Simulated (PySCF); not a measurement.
Isomers of C4H7FOSi.

All values: PBE0/pcSseg-1 (PySCF) at GFN2-xTB geometries, gas phase, one conformer each.

(1) Rank by HOMO–LUMO gap, highest first.
A. `[CH:1]#[C:2][C@:3]([CH3:4])([F:5])[SiH2:6][OH:7]` with C2–C3–Si6–O7 170°, C3–Si6–O7–H -47°
B. `[CH3:1][O:2][Si@@H:3]1[CH2:4][CH:5]=[C:6]1[F:7]` with C1–O2–Si3–C4 173°
C. `[CH3:1]/[CH:2]=[C:3](/[SiH3:4])[C:5](=[O:6])[F:7]` with C2–C3–C5–O6 0°
D. `[CH2:1]=[CH:2][C:3](=[O:4])[Si@@H:5]([CH3:6])[F:7]` with C1–C2–C3–O4 6°, C2–C3–Si5–C6 -106°
E. `[O:1]=[C:2]([SiH3:3])[CH2:4]/[CH:5]=[CH:6]\[F:7]` with O1–C2–C4–C5 -15°, C2–C4–C5–C6 -127°
F. `[CH3:1]/[C:2]([CH:3]=[O:4])=[CH:5]\[SiH2:6][F:7]` with C1–C2–C3–O4 0°, C2–C5–Si6–F7 180°

(2) Rank by dipole moment, lowest first.
A. `[CH:1]#[C:2][C@:3]([CH3:4])([F:5])[SiH2:6][OH:7]` with C2–C3–Si6–O7 170°, C3–Si6–O7–H -47°
B. `[CH2:1]=[C:2]([CH:3]=[O:4])[SiH2:5][CH2:6][F:7]` with C1–C2–C3–O4 180°, C1–C2–Si5–C6 -120°, C2–Si5–C6–F7 166°
C. `[CH2:1]=[C:2]1[CH2:3][C@H:4]1[O:5][SiH2:6][F:7]` with C3–C4–O5–Si6 147°, C4–O5–Si6–F7 64°
D. `[O:1]=[C:2]([SiH3:3])[CH2:4]/[CH:5]=[CH:6]\[F:7]` with O1–C2–C4–C5 -15°, C2–C4–C5–C6 -127°
E. `[CH3:1]/[CH:2]=[C:3](/[SiH3:4])[C:5](=[O:6])[F:7]` with C2–C3–C5–O6 0°
F. `[CH3:1][O:2][Si@@H:3]1[CH2:4][CH:5]=[C:6]1[F:7]` with C1–O2–Si3–C4 173°

(3) Rank by the lowest Hirshfeld charge on any atom, highest value first.
A. `[CH2:1]=[C:2]([CH:3]=[O:4])[SiH2:5][CH2:6][F:7]` with C1–C2–C3–O4 180°, C1–C2–Si5–C6 -120°, C2–Si5–C6–F7 166°
B. `[CH:1]#[C:2][C@:3]([CH3:4])([F:5])[SiH2:6][OH:7]` with C2–C3–Si6–O7 170°, C3–Si6–O7–H -47°
C. `[CH2:1]=[C:2]1[CH2:3][C@H:4]1[O:5][SiH2:6][F:7]` with C3–C4–O5–Si6 147°, C4–O5–Si6–F7 64°

## Answers

(1) A (7.52 eV), B (7.20 eV), C (6.29 eV), E (5.74 eV), F (5.50 eV), D (4.78 eV).

(2) A (0.82 D), D (1.49 D), C (1.81 D), F (1.98 D), E (3.37 D), B (4.08 D).

(3) A (-0.203 e), C (-0.217 e), B (-0.302 e).

All values together:

```tsv
SMILES	μ (D)	HOMO (eV)	LUMO (eV)	lowest IAO charge (e)	highest IAO charge (e)	lowest Hirshfeld charge (e)	highest Hirshfeld charge (e)
C=C(C=O)[SiH2]CF	4.08	-7.89	-2.24	-0.395 (O)	+0.750 (Si)	-0.203 (O)	+0.330 (Si)
O=C([SiH3])C/C=C\F	1.49	-6.91	-1.17	-0.383 (O)	+0.534 (Si)	-0.215 (O)	+0.312 (Si)
C/C=C(/[SiH3])C(=O)F	3.37	-8.34	-2.04	-0.438 (C)	+0.619 (Si)	-0.212 (O)	+0.297 (Si)
O=C(/C=C/F)C[SiH3]	1.96	-7.79	-1.76	-0.596 (C)	+0.616 (Si)	-0.217 (O)	+0.302 (Si)
CO[Si@@H]1CC=C1F	1.98	-7.23	-0.03	-0.623 (O)	+1.111 (Si)	-0.220 (O)	+0.422 (Si)
C/C(C=O)=C\[SiH2]F	1.52	-7.75	-2.25	-0.541 (F)	+1.093 (Si)	-0.215 (O)	+0.433 (Si)
C=CC(=O)[Si@@H](C)F	1.24	-7.03	-2.25	-0.740 (C)	+1.168 (Si)	-0.225 (O)	+0.449 (Si)
C#C[C@](C)(F)[SiH2]O	0.82	-7.66	-0.14	-0.789 (O)	+1.032 (Si)	-0.302 (O)	+0.401 (Si)
C=C1C[C@H]1O[SiH2]F	1.81	-7.80	-0.33	-0.625 (O)	+1.287 (Si)	-0.217 (F)	+0.477 (Si)
```

Conformers: `[CH2:1]=[C:2]([CH:3]=[O:4])[SiH2:5][CH2:6][F:7]` with C1–C2–C3–O4 180°, C1–C2–Si5–C6 -120°, C2–Si5–C6–F7 166°; `[O:1]=[C:2]([SiH3:3])[CH2:4]/[CH:5]=[CH:6]\[F:7]` with O1–C2–C4–C5 -15°, C2–C4–C5–C6 -127°; `[CH3:1]/[CH:2]=[C:3](/[SiH3:4])[C:5](=[O:6])[F:7]` with C2–C3–C5–O6 0°; `[O:1]=[C:2](/[CH:3]=[CH:4]/[F:5])[CH2:6][SiH3:7]` with O1–C2–C3–C4 0°, O1–C2–C6–Si7 0°; `[CH3:1][O:2][Si@@H:3]1[CH2:4][CH:5]=[C:6]1[F:7]` with C1–O2–Si3–C4 173°; `[CH3:1]/[C:2]([CH:3]=[O:4])=[CH:5]\[SiH2:6][F:7]` with C1–C2–C3–O4 0°, C2–C5–Si6–F7 180°; `[CH2:1]=[CH:2][C:3](=[O:4])[Si@@H:5]([CH3:6])[F:7]` with C1–C2–C3–O4 6°, C2–C3–Si5–C6 -106°; `[CH:1]#[C:2][C@:3]([CH3:4])([F:5])[SiH2:6][OH:7]` with C2–C3–Si6–O7 170°, C3–Si6–O7–H -47°; `[CH2:1]=[C:2]1[CH2:3][C@H:4]1[O:5][SiH2:6][F:7]` with C3–C4–O5–Si6 147°, C4–O5–Si6–F7 64°.
